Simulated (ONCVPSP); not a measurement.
# Cutoff test, iron (Fe), ONCV

```
Element                 : Fe
Generator               : ONCVPSP 4.0.1
Type                    : optimised norm-conserving Vanderbilt (ONCV)
Functional              : PBE
Relativity              : scalar-relativistic
Frozen core             : [Ne]
Valence charge          : 16
Reference configuration : 3s2 3p6 3d6 4s2
Partial waves           : 3s+4s: rc 1.25 bohr, ncon 4, nbas 9, qcut 7.6 1/bohr, 3 projectors, debl 3.1 Ha; 3p: rc 1.35 bohr, ncon 4, nbas 8, qcut 8.7 1/bohr, 2 projectors, debl 0.8 Ha; 3d: rc 1.25 bohr, ncon 4, nbas 8, qcut 15 1/bohr, local
Local potential         : the d channel
Core correction         : none
```

In the p channel the program set the typed energies aside and used -2.207, 0.250 Ha.

Q: For each optimised wave give the share of its norm inside rc, the residual kinetic energy above qcut (Ha) and the cutoffs (Ha) for errors of 10, 1, 0.1 and 0.01 mHa per electron.

A:

```csv
wave,norm inside rc,residual KE,10 mHa,1 mHa,0.1 mHa,0.01 mHa
3s,0.915,2.2e-04,12.8,23.9,57.9,151.3
4s,0.033,8.4e-05,6.9,19.9,28.3,75.4
s projector 3,0.083,7.3e-04,16.8,27.6,50.3,114.9
3p,0.911,2.9e-05,24.4,30.2,35.0,62.5
p projector 2,0.060,8.3e-06,19.5,26.8,32.6,37.7
3d,0.670,1.3e-07,59.6,73.0,84.2,93.2
```

The occupied waves need 73 Ha and 84 Ha for 1 and 0.1 mHa.
